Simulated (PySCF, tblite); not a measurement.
C5H15NOSi2.
Cartesian coordinates in Å at the GFN2-xTB level; atoms count from 1:
```xyz
24
C5H15NOSi2 angstrom
C     -4.0298   -0.8775    0.4977
C     -2.8112   -1.1003    0.0246
N     -1.7553   -0.2108   -0.0202
Si    -2.0108    1.4656    0.4126
Si    -0.2590   -0.8922   -0.5782
O      0.8295    0.2338   -0.2219
C      2.1585    0.3729   -0.6454
C      2.8391    1.3890    0.2684
C      2.9027   -0.9563   -0.6413
H     -4.3237    0.0656    0.9213
H     -4.7736   -1.6532    0.4725
H     -2.5725   -2.0759   -0.3784
H     -3.1608    1.9503   -0.3593
H     -2.2705    1.5570    1.8543
H     -0.8228    2.2243    0.0503
H      0.0023   -2.1416    0.1470
H     -0.3427   -1.1604   -2.0223
H      2.1409    0.7646   -1.6737
H      3.8493    1.5894   -0.0778
H      2.8793    1.0015    1.2832
H      2.2746    2.3175    0.2757
H      3.9373   -0.8062   -0.9385
H      2.8770   -1.3882    0.3555
H      2.4304   -1.6491   -1.3318
```

Level of theory: PBE0/pcSseg-1 in PySCF (dipole) on a GFN2-xTB geometry, gas phase.

Masses are those of the commonest isotopes; rigid-rotor values at the optimised geometry. The values belong to one conformer with, in the numbering `[CH2:1]=[CH:2][N:3]([SiH3:4])[SiH2:5][O:6][CH:7]([CH3:8])[CH3:9]`, C1–C2–N3–Si4 -7°, C2–N3–Si5–O6 -168°, N3–Si5–O6–C7 -167°, Si5–O6–C7–C8 -165°.

Question: What are A, B and C (MHz)?

Answer: Ia = 212.23, Ib = 850.15, Ic = 1025.44 u·Å²; 505379 MHz·u·Å²/I gives A = 2381, B = 594.5, C = 492.8 MHz.

Question: Classify the top.

Answer: An asymmetric top; Ray's κ = -0.892.

Question: What does the inertial defect say?

Answer: Not planar: Δ = Ic − Ia − Ib = -36.94 u·Å². For a rigid frame Δ = −2 Σ m c², so Σ m c² = 18.47 u·Å² lies off the ab plane: 12.25 from hydrogen and 6.22 from heavier atoms. The atom farthest from that plane is 1.50 Å away.

Question: Give the other two planar moments, Paa and Pbb, and the rms extents of the mass along the axes.

Answer: Paa = Σ m a² = (Ib + Ic − Ia)/2 = 831.68 and Pbb = Σ m b² = (Ia + Ic − Ib)/2 = 193.76 u·Å². With the mass M = 161.07 u, the rms extents √(P/M) along a, b and c are 2.27, 1.10, 0.34 Å.

Question: Predict some low-J microwave lines.

Answer: The dipole components are |μa| = 2.37 D, |μb| = 0.36 D, |μc| = 0.37 D. Intensities carry the squares of the components, which stand as 1.00 : 0.02 : 0.02 (a : b : c). Some lines, for components of 0.1 D or more:

| type | branch | J(Ka,Kc) | MHz | lower level (cm⁻¹) |
| --- | --- | --- | --- | --- |
| a | Q | 2(1,1) ← 2(1,2) | 305 | 0.165 |
| a | R | 1(0,1) ← 0(0,0) | 1087 | 0.000 |
| b | R | 3(0,3) ← 2(1,2) | 1556 | 0.165 |
| c | Q | 2(1,2) ← 2(0,2) | 1689 | 0.109 |
| a | R | 2(0,2) ← 1(0,1) | 2170 | 0.036 |
| b | R | 1(1,1) ← 0(0,0) | 2874 | 0.000 |
| a | R | 3(1,3) ← 2(1,2) | 3107 | 0.165 |
| c | R | 3(2,1) ← 2(1,1) | 8643 | 0.175 |
| b | Q | 3(3,0) ← 3(2,1) | 9170 | 0.464 |
| b | R | 3(3,1) ← 2(2,0) | 12449 | 0.354 |

Question: Estimate the classical rotational partition function at 10 K, 25 K and 298.15 K.

Answer: Point group C1, symmetry number σ = 1; q = (√π/σ)·√((kT/h)³/(ABC)), k/h = 20836.6 MHz/K: 6380 at 10 K, 25200 at 25 K, 1040000 at 298.15 K.

Its lowest GFN2-xTB frequency is 14 cm⁻¹, too small to tell a flat minimum from a shallow saddle. These are rigid-rotor constants of the computed structure; measured ground-state constants (B0) also hold zero-point vibration. A rigid rotor knows nothing of internal rotation, which can split or shift real lines. Quadrupole hyperfine structure (14N) is left out.
